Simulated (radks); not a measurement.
Neutral phosphorus, [Ne] 3s2 3p3. Calculated with a radial shooting solver on a logarithmic mesh with Libxc functionals: non-relativistic Kohn-Sham, PBE, spin-polarised, spherical densities, point nucleus. Every spin shell is full or empty, so the densities are truly spherical. Functionals are evaluated on that one density, not self-consistently. Rank these orbital-free kinetic functionals by their error against the exact value of the orbitals, and give that value: Thomas-Fermi, von Weizsacker, TF + vW, TF + vW/9, TF + vW/5, LC94, APBEK, revAPBEK, Thakkar, Pearson, LKT, PG1, DePristo-Kress, Ernzerhof.

Answer. Exact: 340.654 hartree. From best to worst, with 100 (|E| - |E exact|)/|E exact| (equal figures are ties): Thakkar 0.00, DePristo-Kress +0.08, Ernzerhof +0.16, LC94 +0.19, APBEK +0.33, TF + vW/9 -0.49, revAPBEK +0.70, Pearson -1.59, TF + vW/5 +5.02, Thomas-Fermi -7.37, PG1 +25.48, LKT +31.39, von Weizsacker -38.08, TF + vW +54.55.
